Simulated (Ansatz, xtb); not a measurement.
**C7H3NS: which of two isomers lies lower**

Structure X: `C#Cc1sccc1C#N`, a singlet. Structure Y: `N#CC#Cc1cccs1`, a singlet. Both are isolated molecules in the gas phase, relaxed with PBE-D3(BJ)/def2-SVP.

X (Å):

```xyz
12

C    -3.2361   -1.2494    1.2752
C    -2.2505   -0.5200    1.2394
C    -1.1188    0.3176    1.1985
C     0.8224    1.7913    1.7791
C     0.6968    1.6205    0.4169
C    -0.4107    0.7789    0.0701
C    -0.7721    0.4350   -1.2648
N    -1.0581    0.1601   -2.3704
S    -0.3948    0.9382    2.6623
H    -4.1049   -1.8931    1.2935
H     1.5744    2.3800    2.3187
H     1.3652    2.0740   -0.3260
```

Y (Å):

```yaml
atoms:
  - { symbol: C, position_ang: [-1.7588, -2.0070, -2.2224] }
  - { symbol: C, position_ang: [-1.3643, -1.1181, -1.2614] }
  - { symbol: C, position_ang: [-1.0134, -0.3147, -0.3881] }
  - { symbol: C, position_ang: [-0.6044, 0.5977, 0.5941] }
  - { symbol: C, position_ang: [-1.2846, 1.0013, 1.7493] }
  - { symbol: C, position_ang: [-0.5561, 1.9482, 2.5141] }
  - { symbol: C, position_ang: [0.6691, 2.2641, 1.9470] }
  - { symbol: N, position_ang: [-2.0993, -2.7751, -3.0532] }
  - { symbol: S, position_ang: [0.9507, 1.4129, 0.4757] }
  - { symbol: H, position_ang: [-2.2762, 0.6096, 2.0107] }
  - { symbol: H, position_ang: [-0.9157, 2.3883, 3.4538] }
  - { symbol: H, position_ang: [1.4279, 2.9614, 2.3240] }
```

**Question.** Estimate E(Y) − E(X) at the level CCSD(T)/def2-SVP + ΔMP2/def2-TZVPP.

**Answer.** Too close to call at this level: CCSD(T)/def2-SVP + ΔMP2/def2-TZVPP gives E(Y) − E(X) = −2.74 kJ/mol.

Level by level:

```tsv
level	geometry	E(Y) − E(X) (kJ/mol)	departure from the last row (kJ/mol)	job, with rough time for the two
GFN2-xTB	GFN2-xTB	−11.85	−9.11	optimisation, 0.21 s
HF/STO-3G	GFN2-xTB	−7.16	−4.42	single point, 0.51 s
r2SCAN-D4/def2-SVP	GFN2-xTB	−25.06	−22.33	single point, 4.3 s
PBE-D3(BJ)/def2-SVP	PBE-D3(BJ)/def2-SVP	−26.91	−24.17	optimisation, 17 s
HF/def2-SVP	PBE-D3(BJ)/def2-SVP	+1.45	+4.19	part of the CCSD(T) run
MP2/def2-SVP	PBE-D3(BJ)/def2-SVP	−7.72	−4.99	part of the CCSD(T) run
CCSD(T)/def2-SVP	PBE-D3(BJ)/def2-SVP	−4.53	−1.79	single point
CCSD(T)/def2-SVP + ΔMP2/def2-TZVPP	PBE-D3(BJ)/def2-SVP	−2.74		single point, 92 s
```

As drawn, both hold the same kinds of bond in the same numbers.

The largest departure from CCSD(T)/def2-SVP + ΔMP2/def2-TZVPP is that of PBE-D3(BJ)/def2-SVP, 24.17 kJ/mol. The last row adds to CCSD(T) the change of the MP2 difference between the two basis sets, here +1.79 kJ/mol.

With thermal terms from frequencies at re-optimised GFN2-xTB minima (ideal gas, soft modes damped towards free rotors, one conformer each, 298.15 K, 1 atm): on the last row, ΔE + ΔZPE = −0.76, ΔH = −1.01, ΔG = −1.60 kJ/mol.

The correlated steps freeze 13 core orbitals. Programs: Ansatz 0.2.0, xtb 6.7.1; the last row on 4 threads of Arm Neoverse V1 on a shared host.
